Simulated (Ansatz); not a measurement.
Ansatz (an electronic-structure program) input (BLYP/def2-TZVPD):

Ansatz 0.2 input:
```yaml
crystal:
  periodic: [false, false, false]
  atoms:
    - {symbol: Y, position_ang: [0.09753654, -0.12750269, 0.30952963]}
    - {symbol: O, position_ang: [1.31815386, -0.07351263, -1.29181942]}
    - {symbol: F, position_ang: [-1.59435064, 0.61785622, -0.19301114]}
basis:
  gaussian:
    orbitals: def2-TZVPD
hamiltonian:
  xc: {name: BLYP}
total_charge: 1
magnetization: {spin_polarized: true, initial_magnetization: 1}
output: {forces: true}
```

Output:

```
Functional definition: BLYP
integrals: 0.03 GiB planned
717 factors; their error is unknown
mean field: 0.38 GiB planned
mean field evaluation 1: about -5775.5649 eV, gradient 9.1e1 eV
mean field evaluation 2: about -5241.7355 eV, gradient 2.6e2 eV
mean field evaluation 4: about -5800.4755 eV, gradient 1.8e1 eV
mean field evaluation 8: about -5801.7110 eV, gradient 1.0e-1 eV
mean field evaluation 16: about -5801.7071 eV, gradient 4.8e-4 eV
mean field evaluation 32: about -5801.9461 eV, gradient 1.8e-5 eV
mean field evaluation 64: about -5801.9461 eV, gradient 9.2e-7 eV
mean field -5801.94613444 eV, -213.2175877402 hartree, gradient 3.2e-6 eV, S^2 0.754376; 7 other end points of the search recorded, 0 dependent functions left out
the calculation of the forces begins
reference -5801.94646216 eV, -213.2175997840 hartree; 14, 13 occupied and 106, 107 virtual orbitals, 717 factors
Total energy: -5801.94646216 eV, -213.2175997840 hartree
Atom 0 at     0.097537    -0.127503     0.309530 Å, force     0.295185    -0.213973     0.366234 eV/Å
Atom 1 at     1.318154    -0.073513    -1.291819 Å, force     0.127729     0.018435    -0.210003 eV/Å
Atom 2 at    -1.594351     0.617856    -0.193011 Å, force    -0.422914     0.195538    -0.156231 eV/Å
Dipole moment:     0.347494    -0.479292     1.185862 e Å
```

The spin state was set by rule; other spins were not relaxed.
